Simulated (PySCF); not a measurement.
Ground-state electric properties of a mixed set of molecules.

All values: B3LYP/def2-SVPD (PySCF) at PBE0-D3(BJ)/def2-SVP geometries, gas phase, one conformer each. Core orbitals are frozen in the response; Δα² is half the sum of the squared differences of the principal polarisabilities.

Question: Rank by HOMO energy, highest first.
A. `[H]/N=C/[C@H]1CCC[O+]1[BH3-]`
B. `O=COCC(F)F`
C. `COC1=CSC=C1`
D. `C(=P\c1ccsc1)/CC`
E. `B(O)(F)F`
F. `O=C1C=CC1`

Answer: C (-6.13 eV), D (-6.29 eV), F (-7.21 eV), A (-7.45 eV), B (-8.69 eV), E (-10.62 eV).

Question: Rank by HOMO–LUMO gap, lowest first.
A. `O=C1C=CC1`
B. `O=COCC(F)F`
C. `OB(F)F`
D. `c1(cscc1)OC`
E. `CC/C=P/c1ccsc1`
F. `[H]/N=C/[C@H]1CCC[O+]1[BH3-]`

Answer: E (4.59 eV), A (5.37 eV), D (5.64 eV), F (6.29 eV), B (7.78 eV), C (10.10 eV).

Question: Rank by dipole moment, highest first.
A. `[OH:1][B:2]([F:3])[F:4]` with H–O1–B2–F3 180°
B. `[H]/[N:8]=[CH:7]/[C@@H:6]1[O+:2]([BH3-:1])[CH2:3][CH2:4][CH2:5]1` with C5–C6–C7–N8 21°, B1–O2–C3–C4 162°, O2–C3–C4–C5 -37°, C3–C4–C5–C6 37°, C4–C5–C6–C7 93°
C. `[CH3:1][O:2][c:3]1[cH:4][cH:5][s:6][cH:7]1` with C1–O2–C3–C4 179°
D. 2-cyclobutene-1-one, `C1(=O)C=CC1`
E. `[O:1]=[CH:2][O:3][CH2:4][CH:5]([F:6])[F:7]` with O1–C2–O3–C4 -2°, C2–O3–C4–C5 84°, O3–C4–C5–F6 178°

Answer: B (3.88 D), D (3.57 D), A (1.99 D), E (1.61 D), C (1.07 D).

All values together:

| SMILES | formula | μ (D) | HOMO (eV) | LUMO (eV) | α (Å³) | Δα (Å³) | electrons | α per electron (Å³) | ΔSCF removal energy (eV) |
| --- | --- | --- | --- | --- | --- | --- | --- | --- | --- |
| COc1ccsc1 | C5H6OS | 1.07 | -6.13 | -0.49 | 12.01 | 6.23 | 60 | 0.200 | 8.24 |
| [H]/N=C/[C@H]1CCC[O+]1[BH3-] | C5H12BNO | 3.88 | -7.45 | -1.16 | 12.96 | 3.08 | 62 | 0.209 | 9.54 |
| OB(F)F | BF2HO | 1.99 | -10.62 | -0.52 | 2.94 | 0.82 | 32 | 0.092 | 13.94 |
| CC/C=P/c1ccsc1 | C7H9PS | 0.99 | -6.29 | -1.70 | 19.71 | 13.53 | 82 | 0.240 | 8.07 |
| O=COCC(F)F | C3H4F2O2 | 1.61 | -8.69 | -0.91 | 6.89 | 1.88 | 56 | 0.123 | – |
| O=C1C=CC1 | C4H4O | 3.57 | -7.21 | -1.84 | 7.18 | 3.46 | 36 | 0.200 | 9.74 |

Conformers: `[CH3:1][O:2][c:3]1[cH:4][cH:5][s:6][cH:7]1` with C1–O2–C3–C4 179°; `[H]/[N:8]=[CH:7]/[C@@H:6]1[O+:2]([BH3-:1])[CH2:3][CH2:4][CH2:5]1` with C5–C6–C7–N8 21°, B1–O2–C3–C4 162°, O2–C3–C4–C5 -37°, C3–C4–C5–C6 37°, C4–C5–C6–C7 93°; `[OH:1][B:2]([F:3])[F:4]` with H–O1–B2–F3 180°; `[CH3:1][CH2:2]/[CH:3]=[P:4]/[c:5]1[cH:6][cH:7][s:8][cH:9]1` with C1–C2–C3–P4 -1°, C3–P4–C5–C6 -146°; `[O:1]=[CH:2][O:3][CH2:4][CH:5]([F:6])[F:7]` with O1–C2–O3–C4 -2°, C2–O3–C4–C5 84°, O3–C4–C5–F6 178°.

A dash marks a removal energy that wasn't run or isn't settled.

Question: By how much does the ΔSCF value exceed −ε(HOMO) over the species that have both?

Answer: By 1.78 to 3.32 eV, 2.37 eV on average, over 5 species.
